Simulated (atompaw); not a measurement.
## oxygen (O): one change to a PAW (atompaw) potential, before and after

atompaw 4.2.0.5 input, output lines left out:

```
O 8
LDA-PW scalarrelativistic loggrid 1500 logderivrange -4 5 226
2 2 0 0 0 0
2 1 4
0 0 0
c
v
v
1
1.60 1.20 1.35 1.30
y
-0.95
n
y
1.5
n
bloechl sinc
2 0 troulliermartins
```

All-electron outer shells of the reference configuration (LDA (PW92), scalar-relativistic, ld1.x):

| shell | level (eV) | outermost node (bohr) | outermost maximum (bohr) |
| --- | --- | --- | --- |
| 1s | -510.87 | – | 0.13 |
| 2s | -23.75 | 0.28 | 0.88 |
| 2p | -9.20 | – | 0.82 |

Change: wave 2s channel at -0.95 Ry becomes 2s channel at 4.65 Ry.

Cutoffs: the cutoffs (Ry, on a coarse ladder) from which the occupation-weighted sum of valence levels, in a spherical-Bessel basis at the reference potential, stays within 10 and 1 mRy of its value at 400 Ry; they do not see the model core or the augmentation charge, which bear on the density cutoff.

Task: What does the change do?

Result: The potential gets neither clearly harder nor softer (50 Ry and 70 Ry → 50 Ry and 80 Ry); the p channel sets the loose cutoff, while the largest relative change is in s, which becomes harder; the range in which the s phases agree widens (upper end 0.9 → at the end of the scan); neither file shows a bound ghost.

| quantity | base | changed |
| --- | --- | --- |
| cutoff, loose | 50 Ry | 50 Ry |
| cutoff, tight | 70 Ry | 80 Ry |
| loose cutoff by channel (10 mRy a level) | s 21 Ry, p 40 Ry | s 25 Ry, p 40 Ry |
| bound ghosts | none | none |
| s: phases at 1.61 bohr within 0.05 rad from the reference energy up to (Ry; the scan ends near 5) | 0.9 | to the end of the scan |
| p: phases at 1.61 bohr within 0.05 rad from the reference energy up to (Ry; the scan ends near 5) | to the end of the scan | to the end of the scan |
| lowest overlap eigenvalue by channel | s 0.01, p 1.00 | s 0.64, p 1.00 |

 The cutoffs see the waves, projectors and local potential, not the compensation charge or the core.
